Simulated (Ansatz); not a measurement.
`[SiH3]N[SiH2][SiH2]Cl` + H₂ → `[SiH3][SiH2]Cl` + `N[SiH3]` at 298.15 K and 1 bar (hydrogenolysis of the Si–N bond).

Gas-phase electronic energies from Ansatz, PBE0-D4/def2-TZVP geometries. CCSD(T)/CBS adds triple-zeta CCSD(T) − MP2 to the extrapolated MP2 energy (def2 sets, frozen cores). This one scheme is used for every species. Each species was taken in one conformer, which may not be the lowest.

```tsv
species	CCSD(T)/CBS energy (Eh)	H − E (kJ/mol)	S (J/(mol·K))
`[SiH3]N[SiH2][SiH2]Cl`	-1386.61761	231.5	411.2
H₂	-1.17544	35.1	130.4
`[SiH3][SiH2]Cl`	-1040.97629	131.4	323.3
`N[SiH3]`	-346.80422	145.7	264.3
```

H − E and S are ideal-gas, rigid-rotor, harmonic terms from PBE0-D4/def2-TZVP, for one conformer and one mirror image of each species. The MP2-based limit puts H₂ 0.8 mEh under its directly extrapolated value; such offsets cancel only in part. 1 Eh = 2625.50 kJ/mol, R = 8.31446 J/(mol·K).

Problem. By hand: ΔE, ΔH, ΔS and ΔG.

Solution. ΔE = (-1040.97629) + (-346.80422) − (-1386.61761) − (-1.17544) = 0.01254 Eh = 32.9 kJ/mol. Δ(H − E) = 131.4 + 145.7 − 231.5 − 35.1 = 10.5, so ΔH = 43.4 kJ/mol. ΔS = 323.3 + 264.3 − 411.2 − 130.4 = 46.0 J/(mol·K). ΔG = 43.4 − 298.15 × (46.0)/1000 = 29.7 kJ/mol.

Problem. By hand: the equilibrium constant, and the temperature at which ΔG would vanish if ΔH and ΔS stayed fixed.

Solution. log₁₀ K = −ΔG/(RT ln 10) = -5.2. ΔG = 0 at ΔH/ΔS = 943 K.

ΔH outweighs TΔS. A doubt of 5 kJ/mol in ΔE shifts log₁₀ K by 0.9 here. Other conformers and mirror images would add mixing entropy, several J/(mol·K) or more a flexible species. Modes under 60 cm⁻¹, often nearly free rotors, make the harmonic entropy too high. These are equilibria of isolated gas molecules and say nothing of rates. Largest T1 diagnostic: 0.011 (customary marks: 0.02 for closed shells, 0.045 for open ones).
